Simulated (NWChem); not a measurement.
System: SiNH5O3; SMILES N[Si](O)(O)O

```xyz
10

N     -0.7453     1.3727     0.6916
Si     0.0078     0.0040     0.0042
O      0.6157    -1.1600     1.0183
O      1.2804     0.6385    -0.8385
O     -1.1033    -0.8372    -0.8980
H     -0.1742     2.1664     0.9559
H     -1.5624     1.2838     1.2824
H      0.1358    -1.9929     0.9889
H      2.0257     0.0368    -0.9225
H     -1.6596    -0.2884    -1.4584
```
Atoms are numbered in this order, from 1.

Computed with NWChem. Pople sets run with spherical d functions. All runs use the structure optimised with PBE0/def2-SVP. Level SCAN/6-31G*: energy and gradient on several grids; changes count from the extra-fine grid, which is no exact limit either.

| grid | size of the energy change (μHa) | largest change of a gradient component (μHa/bohr) | time, medium = 1 (rough) |
|---|---|---|---|
| xcoarse | 20000 | 4000 | about 1 |
| coarse | 20000 | 1000 | about 1 |
| medium | 2000 | 1000 | about 1 |
| fine | 2000 | 400 | about 1 |
| xfine | < 10 | < 30 | 2 |
